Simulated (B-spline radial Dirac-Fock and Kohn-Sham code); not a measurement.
**Rh⁺: non-radiative channels of the 3p3/2 vacancy**

System: the Rh⁺ ion, [Kr] 4d8.

Calculated with a B-spline atomic structure program, using a relativistic independent-particle model: LDA orbitals of the hole state, radiative multipoles to third order, Auger rates from the Coulomb interaction with a continuum orbital, Dirac-Fock energies. Kinetic energies are configuration averages from the vacuum level; the two-hole energies are estimated from single-hole states.

| transition | kinetic energy (eV) | width (meV) | share (%) |
| --- | --- | --- | --- |
| M3-M4N1 | – | 124 | 3.3 |
| M3-M5N1 | – | 589 | 15.7 |
| M3-M4N2 | – | 85.1 | 2.3 |
| M3-M4N3 | – | 573 | 15.2 |
| M3-M5N2 | – | 565 | 15.0 |
| M3-M5N3 | – | 1220 | 32.6 |
| M3-M4N4 | – | 31.5 | 0.8 |
| M3-M4N5 | – | 19.6 | 0.5 |
| M3-M5N4 | – | 86.8 | 2.3 |
| M3-M5N5 | – | 183 | 4.9 |
| M3-N1N3 | 330.7 | 40.1 | 1.1 |
| M3-N2N3 | 363.4 | 42.3 | 1.1 |
| M3-N3N3 | 367.0 | 63.2 | 1.7 |
| M3-N3N4 | 418.0 | 48.2 | 1.3 |
| M3-N3N5 | 418.9 | 66.1 | 1.8 |

A dash stands for an energy that rests on an unreliable hole state.

Coster-Kronig rates are the weakest part of this model and often come out 1.5 to 2.5 times too large. The listed channels hold 100 % of the non-radiative rate. Summed by principal shells, of 3.76 eV in all: MMN 92.6 %, MNN 7.4 %.
